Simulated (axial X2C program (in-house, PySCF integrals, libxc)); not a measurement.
## Bond lengths and stretching modes, held linear, of OTeO²⁺

Computed with an axial X2C code built on PySCF integrals: two-component X2C with atomic mean-field Coulomb and Gaunt terms, Gaussian nuclei, basis O dyall-av3z, Te dyall-v3z with contracted cores. Spin-free rows use the one-electron spin-free X2C Hamiltonian.

Masses O 15.995, Te 129.906, O 15.995 u. States: 2c Ω = 0 (all partner blocks equally filled); spin-free M_S = 0, Λ = 0 (closed shell).

PBE0, 2c: energies above the lowest point

```tsv
r(O–Te) (Å)	r(Te–O) (Å)	E (meV)
1.7072	1.7072	96.42
1.7072	1.7510	47.63
1.7072	1.7948	81.40
1.7510	1.7072	47.63
1.7510	1.7510	0.00
1.7510	1.7948	35.37
1.7510	1.8385	132.15
1.7948	1.7072	81.40
1.7948	1.7510	35.37
1.7948	1.7948	72.77
1.8385	1.7510	132.15
1.8385	1.8385	273.94
```

Fit a quadratic surface with cubic terms in each bond: where is the minimum, and what are the two stretching wavenumbers?

At PBE0, 2c: bonds 1.752 and 1.752 Å; harmonic stretches 866.5 and 943.8 cm⁻¹; force constants 6.91, 6.91 and coupling 0.17 mdyn/Å.

The other levels and Hamiltonians give:

```tsv
Hamiltonian	level	r(O–Te) (Å)	r(Te–O) (Å)	lower stretch (cm⁻¹)	upper stretch (cm⁻¹)
2c	r2SCAN	1.766	1.766	841.6	938.6
spin-free	PBE0	1.751	1.751	872.2	947.0
spin-free	r2SCAN	1.765	1.765	844.0	940.4
```

Each state is one determinant, the lowest of a limited PBE0 search; the stretches come from a fit to these few points and carry an uncertainty of a few per cent. Other orders of the atoms were not compared. Left out for rough or failed fits: HF 2c, MP2 2c, HF spin-free, MP2 spin-free. A multiply charged ion may be only metastable. The molecule was held linear; bending was not examined, so a bent shape may lie lower.
